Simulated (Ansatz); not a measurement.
Level of theory: PBE-D3(BJ)/def2-TZVP run with Ansatz (a program for electronic structure). No frequencies were computed at this level.

Ansatz 0.2 input:
```yaml
crystal:
  periodic: [false, false, false]
  atoms:
    - { symbol: Br, position_ang: [-1.70349, -0.320166, 0.000007] }
    - { symbol: B, position_ang: [-0.095702, 0.59999, -0.000001] }
    - { symbol: I, position_ang: [1.799193, -0.279824, -0.000006] }
basis:
  gaussian: { orbitals: def2-tzvp }
hamiltonian:
  xc: pbe
  dispersion: d3bj
relax:
  max_steps: 150
magnetization:
  spin_polarized: true
  initial_magnetization: 1
```

Output:

```
Functional definition: PBE
912 factors; their error is unknown
mean field evaluation 1: about -78808.6475 eV, gradient 2.3e1 eV
mean field evaluation 2: about -78798.4705 eV, gradient 4.7e1 eV
mean field evaluation 4: about -78811.4799 eV, gradient 2.1e0 eV
mean field evaluation 8: about -78811.4744 eV, gradient 1.3e-1 eV
mean field evaluation 16: about -78811.4745 eV, gradient 3.1e-5 eV
mean field -78811.47451015 eV, -2896.2682679120 hartree, gradient 3.1e-5 eV, S^2 0.754246; 0 other end points of the search recorded, 0 dependent functions left out
reference -78811.47454129 eV, -2896.2682690561 hartree; 33, 32 occupied and 96, 97 virtual orbitals, 912 factors
relax step   1: F+E_penalty+E_count = -78811.56303729 eV  Δ(F+E_penalty+E_count) = +0.000e0 eV  max|allowed force component| = 7.055e-1 eV/Å  Δτ_max = 0.0000 Å  (35 SCF iters, accepted)
these checks for a lower state are left out or cut short: starts, cluster_reference, orbital_swaps, neighbouring_geometries, increment
912 factors; their error is unknown
mean field -78811.49025129 eV, -2896.2688463881 hartree, gradient 2.3e-5 eV, S^2 0.754345; 0 other end points of the search recorded, 0 dependent functions left out
reference -78811.49028252 eV, -2896.2688475357 hartree; 33, 32 occupied and 96, 97 virtual orbitals, 912 factors
relax step   2: F+E_penalty+E_count = -78811.57736936 eV  Δ(F+E_penalty+E_count) = -1.433e-2 eV  max|allowed force component| = 2.549e-1 eV/Å  Δτ_max = 0.0568 Å  (33 SCF iters, accepted)
these checks for a lower state are left out or cut short: starts, cluster_reference, orbital_swaps, neighbouring_geometries, increment
912 factors; their error is unknown
mean field evaluation 32: about -78811.4939 eV, gradient 3.4e-5 eV
mean field -78811.49392591 eV, -2896.2689814280 hartree, gradient 1.2e-5 eV, S^2 0.754380; 0 other end points of the search recorded, 0 dependent functions left out
reference -78811.49395715 eV, -2896.2689825759 hartree; 33, 32 occupied and 96, 97 virtual orbitals, 912 factors
relax step   3: F+E_penalty+E_count = -78811.58139965 eV  Δ(F+E_penalty+E_count) = -4.030e-3 eV  max|allowed force component| = 9.723e-2 eV/Å  Δτ_max = 0.0198 Å  (34 SCF iters, accepted)
these checks for a lower state are left out or cut short: starts, cluster_reference, orbital_swaps, neighbouring_geometries, increment
912 factors; their error is unknown
mean field -78811.49424511 eV, -2896.2689931583 hartree, gradient 1.2e-5 eV, S^2 0.754402; 0 other end points of the search recorded, 0 dependent functions left out
reference -78811.49427635 eV, -2896.2689943065 hartree; 33, 32 occupied and 96, 97 virtual orbitals, 912 factors
relax step   4: F+E_penalty+E_count = -78811.58176711 eV  Δ(F+E_penalty+E_count) = -3.675e-4 eV  max|allowed force component| = 8.913e-3 eV/Å  Δτ_max = 0.0059 Å  (34 SCF iters, accepted)
912 factors; their error is unknown
mean field evaluation 64: about -78811.4942 eV, gradient 4.5e-5 eV
mean field -78811.49424511 eV, -2896.2689931583 hartree, gradient 2.0e-5 eV, S^2 0.754402; 1 other end points of the search recorded, 0 dependent functions left out
reference -78811.49427635 eV, -2896.2689943065 hartree; 33, 32 occupied and 96, 97 virtual orbitals, 912 factors
Total energy: -78811.58179836 eV, -2896.2722106808 hartree
Atom 0 at    -1.744642    -0.316175     0.000007 Å, force    -0.007999    -0.003096     0.000000 eV/Å
Atom 1 at    -0.088745     0.588825    -0.000001 Å, force     0.008913     0.001587    -0.000000 eV/Å
Atom 2 at     1.833389    -0.272650    -0.000006 Å, force    -0.000913     0.001509    -0.000000 eV/Å
Dipole moment:     0.022244    -0.126652     0.000000 e Å
```

Cost: around 17 core-seconds (rough).
